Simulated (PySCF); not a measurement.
Gas-phase reaction: SnHCl + 2 SnCl4 + 2 H ⇌ 3 SnHCl3

Method: PySCF energies (xtb for GFN2) plus ideal-gas RRHO corrections (1 bar). † marks an energy on the PBE0/def2-TZVP geometry and frequencies; other levels use their own. CCSD(T) freezes the core. Open shells (unrestricted): H (multiplicity 2); the rest are closed-shell singlets. GFN2 has no spin-polarisation term. Sn: scalar-relativistic def2 core potential, no spin-orbit coupling. SnHCl, SnHCl3: computed as isolated molecules; such fragments, hydroxides, amides, oligomers or adducts are transient or little studied in the gas. CCSD(T) isn't extrapolated to the basis-set limit.

| level | ΔH°(298 K), kJ |
|---|---|
| CCSD(T)/def2-SVP† | [?] |
| CCSD(T)/def2-TZVPP† | [?] |
| GFN2-xTB | [?] |
| HF/def2-TZVP† | -398 |
| M06-2X/def2-TZVP† | -488 |
| PBE/def2-TZVP† | -462 |
| PBE0/def2-QZVP† | -480 |
| r2SCAN/def2-TZVP† | -488 |
| ωB97M-V/def2-TZVP† | [?] |

**Question.** Fill in the missing entries.

**Answer.** 
- CCSD(T)/def2-SVP†, ΔH°(298 K), kJ: -472
- CCSD(T)/def2-TZVPP†, ΔH°(298 K), kJ: -494
- GFN2-xTB, ΔH°(298 K), kJ: -425
- ωB97M-V/def2-TZVP†, ΔH°(298 K), kJ: -493
